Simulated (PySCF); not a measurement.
# Nuclear quadrupole coupling in `CS[Si@@H]1CC[Si@@H](C=O)O1`

C4H10O2SSi2.
Geometry (GFN2-xTB, Å), atoms numbered from 1 in this order:
```
atom  x, y, z in Å
C1     3.6336    0.2951   -0.6483
S2     2.1852    1.0193   -1.4854
Si3    0.7361    0.5673    0.0001
C4     0.1784   -1.2548    0.0655
C5    -1.3388   -1.2379    0.2978
Si6   -2.0019    0.3204   -0.5845
C7    -3.3852    1.2072    0.3849
O8    -4.5593    1.0398    0.1807
O9    -0.6717    1.2633   -0.4455
H10    4.4935    0.4857   -1.2807
H11    3.4919   -0.7731   -0.5264
H12    3.7694    0.7714    0.3167
H13    1.1011    1.1542    1.2849
H14    0.3841   -1.7306   -0.8970
H15    0.6796   -1.8544    0.8251
H16   -1.5350   -1.1610    1.3704
H17   -1.7925   -2.1703   -0.0355
H18   -2.3089    0.1537   -1.9983
H19   -3.0694    1.9140    1.1833
```

Field gradients from the PBE0/pcSseg-1 density (PySCF, non-relativistic), principal values in atomic units, ordered |Vxx| ≤ |Vyy| ≤ |Vzz|:

| atom | Vxx | Vyy | Vzz |
| --- | --- | --- | --- |
| S2 | 0.1677 | 2.1469 | -2.3145 |
| O8 | 0.3560 | 1.8846 | -2.2405 |
| O9 | -0.3350 | -0.5397 | 0.8747 |

Q: Find the asymmetry η = (Vxx − Vyy)/Vzz and the couplings χ = eQV/h (234.96 MHz × Q in barn × V in au), with Q(33S) = −0.0678 b, Q(17O) = −0.0256 b.

A: 
```tsv
atom	environment	nucleus	η	χzz (MHz)	χxx (MHz)	χyy (MHz)
S2	sulfur bonded to C and Si	33S	0.86	36.87	-2.67	-34.20
O8	carbonyl oxygen	17O	0.68	13.48	-2.14	-11.34
O9	siloxane oxygen	17O	0.23	-5.26	2.01	3.25
```

Q: What is Vzz at O9 in SI units (1 au = 9.71736 × 10²¹ V/m²)?

A: 0.8747 au = 8.499 × 10²¹ V/m².

Q: And the gradient at the other heavy atoms, for which no coupling is worked out here?

A: 
```csv
atom,environment,Vzz (au),η
C1,S-methyl carbon,0.299,0.02
Si3,oxygen-bound silicon,-0.475,0.63
C4,sp3 carbon bound to silicon,0.116,0.63
C5,sp3 carbon bound to silicon,0.109,0.64
Si6,oxygen-bound silicon,0.550,0.30
C7,carbonyl carbon,0.588,0.17
```

Q: What couplings would deuterons (Q(2H) = 0.00286 b) have in place of the hydrogens, at this geometry?

A: 
```csv
atom,bonded to,bond length (Å),Vzz (au),η,χzz (kHz)
H10,C1,1.084,0.3182,0.04,214
H11,C1,1.084,0.3166,0.03,213
H12,C1,1.085,0.3154,0.03,212
H13,Si3,1.459,0.1635,0.02,110
H14,C4,1.093,0.3065,0.04,206
H15,C4,1.090,0.3166,0.04,213
H16,C5,1.093,0.3081,0.03,207
H17,C5,1.089,0.3170,0.03,213
H18,Si6,1.456,0.1644,0.01,110
H19,C7,1.112,0.2643,0.01,178
```

One conformer (not necessarily the lowest) at the GFN2-xTB geometry, without solvent, vibrations or thermal averaging. GFN2-xTB bond lengths can be off by several hundredths of an ångström, more for odd bonds, and the gradients follow them. The basis is small and wasn't made for field gradients, so the couplings can be 20 % off.
